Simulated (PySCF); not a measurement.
Geometry:
```tsv
atom	x (Å)	y (Å)	z (Å)
Si1	0.312	0.005	0.214
C2	0.344	-0.015	2.096
C3	1.303	-0.562	2.854
H4	-0.515	0.424	2.623
H5	2.195	-1.020	2.412
H6	1.246	-0.576	3.948
C7	2.067	0.032	-0.466
C8	3.133	0.566	0.144
H9	2.227	-0.385	-1.470
H10	3.063	1.005	1.145
H11	4.124	0.587	-0.324
C12	-0.543	1.640	-0.341
C13	0.103	2.775	0.463
C14	-2.047	1.615	-0.060
C15	-0.298	1.904	-1.830
H16	-0.317	3.748	0.150
H17	-0.073	2.673	1.546
H18	1.192	2.819	0.303
H19	-2.273	1.388	0.994
H20	-2.570	0.872	-0.682
H21	-2.493	2.600	-0.284
H22	-0.736	1.128	-2.474
H23	0.777	1.964	-2.058
H24	-0.752	2.868	-2.123
C25	-0.515	-1.636	-0.367
C26	-0.829	-1.617	-1.864
C27	-1.798	-1.909	0.425
C28	0.482	-2.763	-0.075
H29	-1.207	-2.604	-2.187
H30	-1.603	-0.876	-2.115
H31	0.060	-1.394	-2.476
H32	-2.574	-1.151	0.245
H33	-1.605	-1.943	1.509
H34	-2.220	-2.888	0.135
H35	0.747	-2.806	0.993
H36	1.416	-2.652	-0.647
H37	0.041	-3.739	-0.346
```

Geometry: PBE0-D3(BJ)/def2-SVP; GIAO absolute shieldings from PySCF, gas phase, non-relativistic, averaged over equivalent atoms.

At PBE0/pcSseg-1 (348 basis functions):
```csv
atoms,σ (ppm)
Si1,354.7
C3/C8,39.1
C2/C7,42.3
C13/C14/C15/C26/C27/C28,155.8
C12/C25,164.1
H4/H9,24.83
H5/H6/H10/H11,24.91
H16/H17/H18/H19/H20/H21/H22/H23/H24/H29/H30/H31/H32/H33/H34/H35/H36/H37,30.29
```

Q: What do these become at wB97X-D/pcSseg-1?

A: 
```json
{"atoms": "Si1", "σ at wB97X-D/pcSseg-1": "352.3", "change": "-2.4"}
{"atoms": "C3/C8", "σ at wB97X-D/pcSseg-1": "38.3", "change": "-0.8"}
{"atoms": "C2/C7", "σ at wB97X-D/pcSseg-1": "42.3", "change": "+0.0"}
{"atoms": "C13/C14/C15/C26/C27/C28", "σ at wB97X-D/pcSseg-1": "155.9", "change": "+0.1"}
{"atoms": "C12/C25", "σ at wB97X-D/pcSseg-1": "165.6", "change": "+1.5"}
{"atoms": "H4/H9", "σ at wB97X-D/pcSseg-1": "25.00", "change": "+0.17"}
{"atoms": "H5/H6/H10/H11", "σ at wB97X-D/pcSseg-1": "25.05", "change": "+0.14"}
{"atoms": "H16/H17/H18/H19/H20/H21/H22/H23/H24/H29/H30/H31/H32/H33/H34/H35/H36/H37", "σ at wB97X-D/pcSseg-1": "30.41", "change": "+0.12"}
```

The largest change is at Si1 (silicon bonded to 4 C). Cost: 348 basis functions. The order of the carbon signals is the same at both levels.
